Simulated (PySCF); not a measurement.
# Pt: excitation energy

Pt [Xe] 4f14 5d9 6s1 (3D) → Pt [Xe] 4f14 5d9 6p1 (high-spin determinant), as a difference of total energies. All numbers are calculated (PySCF 2.14, the spin-free X2C one-electron Hamiltonian (Gaussian nucleus), in ANO-RCC-VTZP (8s7p5d3f1g, 84 functions)). Correlated levels: valence: [Xe] 4f14 frozen. The calculations carry no spin-orbit coupling.

| method | excitation energy (eV) |
| --- | --- |
| UHF | 4.674 |
| MP2 (valence) | 5.273 |
| SCS-MP2 (valence) | 5.218 |
| CCSD (valence) | 5.027 |
| CCSD(T) (valence) | 4.958 |

Question: How much does correlation contribute at CCSD(T) (valence)?

Answer: 4.958 − (4.674) = 0.284 eV, measured against UHF.

A first-order spin-orbit estimate (lowest level to lowest level, LS coupling) adds 0.306 eV.

The basis was made for the ground configuration and has no added diffuse functions, so the excitation energy can come out too high.

The determinant of the upper state mixes LS terms, which raises its energy above the lowest term, most at the Hartree-Fock and MP2 levels.
